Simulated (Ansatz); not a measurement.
Program: Ansatz. Geometries: PBE0-D4/def2-TZVP. ΔE: electronic, gas phase. CCSD(T)/CBS is the MP2 limit (def2-TZVPP, def2-QZVPP) plus CCSD(T) − MP2 in def2-TZVPP, frozen cores. This one scheme is used for every species. DFT in def2-TZVPP. Each species was taken in one conformer, which may not be the lowest.

`C/C=N\[SiH2]Cl` + PH₃ → `P[SiH2]Cl` + `CC=N`  (ligand exchange at the Si–N bond)

CCSD(T)/CBS gives +0.28 eV.

(1) Another level gave +0.34 eV. Which?
A. HF/def2-TZVPP
B. B2PLYP/def2-TZVPP
C. PBE0/def2-TZVPP
D. ωB97X-V/def2-TZVPP

Largest T1 diagnostic among the species: 0.013.

## Answers

(1) B. B2PLYP 0.34, ωB97X-V 0.29, PBE0 0.21, HF/def2-TZVPP 0.39 eV.

The D4 term adds +0.03 eV with B3LYP and +0.02 eV with PBE0; it sums over pairs of atoms, weighted by their polarisabilities, and B3LYP, whose exchange is more repulsive, gets the larger term. In def2-TZVPP, CCSD(T) changes the Hartree–Fock value by −0.10 eV (the triples alone add −0.01 eV) and MP2 by −0.07 eV.

B3LYP here is the variant with VWN-RPA as its local correlation; programs differ in this.
